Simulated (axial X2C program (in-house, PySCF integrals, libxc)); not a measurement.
## Which molecule gave these maps?

PBE0 fields computed with an in-house relativistic program for diatomic molecules, with spin–orbit coupling, near the equilibrium distance, one atom at z = 0.

The maps cover the half plane through the axis: z from -2.4 to 6.0 Å along the bond, ρ from 0.15 to 2.25 Å away from it.

log10 of the density in e/bohr³:

```
 ρ\z  -2.4  -1.8  -1.2  -0.6   0.0   0.6   1.2   1.8   2.4   3.0   3.6   4.2   4.8   5.4   6.0
0.15  -3.9  -2.7  -1.5  -0.4   1.5  -0.4  -1.5  -2.1  -1.6  -1.2   0.7  -0.2  -1.3  -2.0  -2.9
0.45  -4.0  -2.8  -1.6  -0.6   0.0  -0.6  -1.6  -2.2  -1.7  -1.3  -0.5  -0.9  -1.4  -2.1  -2.9
0.75  -4.2  -3.0  -1.9  -1.0  -0.6  -1.0  -1.9  -2.3  -1.9  -1.4  -1.2  -1.3  -1.6  -2.3  -3.0
1.05  -4.4  -3.3  -2.3  -1.5  -1.1  -1.5  -2.2  -2.5  -2.1  -1.7  -1.5  -1.5  -1.9  -2.5  -3.2
1.35  -4.7  -3.7  -2.7  -2.0  -1.8  -2.0  -2.7  -2.8  -2.4  -2.0  -1.8  -1.9  -2.2  -2.8  -3.4
1.65  -5.0  -4.1  -3.2  -2.6  -2.4  -2.6  -3.1  -3.0  -2.7  -2.4  -2.2  -2.3  -2.6  -3.0  -3.7
1.95  -5.4  -4.5  -3.8  -3.2  -3.1  -3.2  -3.5  -3.3  -3.0  -2.7  -2.6  -2.7  -2.9  -3.4  -3.9
2.25  -5.8  -5.0  -4.3  -3.9  -3.7  -3.8  -3.8  -3.7  -3.4  -3.1  -3.0  -3.1  -3.3  -3.7  -4.2
```

Electron localisation function (collinear form, no current term, damped to 0 at low density):

```
 ρ\z  -2.4  -1.8  -1.2  -0.6   0.0   0.6   1.2   1.8   2.4   3.0   3.6   4.2   4.8   5.4   6.0
0.15  0.00  0.17  0.75  0.42  0.30  0.42  0.57  0.15  0.95  0.51  0.86  0.55  0.93  0.93  0.66
0.45  0.00  0.14  0.70  0.77  0.23  0.77  0.47  0.15  0.94  0.78  0.30  0.08  0.94  0.92  0.60
0.75  0.00  0.08  0.57  0.85  0.77  0.84  0.28  0.14  0.90  0.89  0.22  0.53  0.94  0.88  0.48
1.05  0.00  0.04  0.37  0.74  0.83  0.73  0.11  0.13  0.84  0.87  0.78  0.85  0.90  0.79  0.30
1.35  0.00  0.01  0.17  0.50  0.63  0.43  0.03  0.12  0.72  0.77  0.76  0.80  0.80  0.62  0.13
1.65  0.00  0.00  0.05  0.21  0.30  0.12  0.01  0.09  0.54  0.61  0.62  0.64  0.61  0.36  0.04
1.95  0.00  0.00  0.01  0.04  0.06  0.02  0.01  0.06  0.30  0.39  0.40  0.41  0.34  0.12  0.01
2.25  0.00  0.00  0.00  0.00  0.01  0.00  0.00  0.02  0.11  0.17  0.20  0.18  0.12  0.02  0.00
```

Axial spin density in 10⁻³ e/bohr³:

```
 ρ\z  -2.4  -1.8  -1.2  -0.6  0.0  0.6  1.2  1.8   2.4   3.0   3.6   4.2   4.8  5.4  6.0
0.15   0.0   0.1   0.5   0.6  1.7  0.7  0.9  4.7  14.3  26.0  29.0   2.0  26.3  6.5  1.1
0.45   0.0   0.1   0.3   0.3  0.3  0.3  0.9  4.0  11.9  22.6   3.5  17.2  21.2  5.4  1.0
0.75   0.0   0.1   0.2   0.1  0.3  0.1  0.8  3.1   8.4  16.2  13.5  19.4  13.9  3.9  0.8
1.05   0.0   0.0   0.1   0.0  0.0  0.0  0.6  2.1   5.2   9.8  11.2  12.5   7.8  2.4  0.5
1.35   0.0   0.0   0.0   0.0  0.0  0.1  0.4  1.2   2.9   5.2   6.5   6.4   3.9  1.3  0.3
1.65   0.0   0.0   0.0   0.0  0.0  0.1  0.3  0.7   1.5   2.6   3.2   3.0   1.8  0.7  0.2
1.95   0.0   0.0   0.0   0.0  0.0  0.1  0.2  0.4   0.7   1.2   1.5   1.3   0.8  0.3  0.1
2.25   0.0   0.0   0.0   0.0  0.0  0.0  0.1  0.2   0.3   0.5   0.6   0.6   0.4  0.2  0.1
```

Which molecule is it?
A. RuSi⁻
B. RbSi⁺
C. GaBr⁺
D. PC⁺

B. RbSi⁺, with Rb at z = 0 and Si at z = 3.795 Å, state Ω = 2 (⟨Sz⟩ = 1.00, ⟨Lz⟩ = 1.00 at PBE0), basis Rb dyall-cv3z [12s13p8d4f1g], Si dyall-v3z [8s7p2d1f] (cores contracted in-house). The state is a single determinant with fixed occupations, the lowest that a limited PBE0 search found. Density functionals use the spin component along the axis (collinear). Other states lie close and PBE0, whose exact exchange favours high spin, may order them wrongly; the determinant shown need not be the ground state. The nearest other 2c determinant of the search, Ω = 1, lies 0.25 eV up at the distance of the search. Without a current term, density functionals place determinants with orbital angular momentum somewhat too high. With several unpaired electrons one determinant need not be a pure state. Open-shell Ω = 0 determinants with evenly filled partner blocks cannot be reached by this program, so the Ω shown need not be the lowest component.
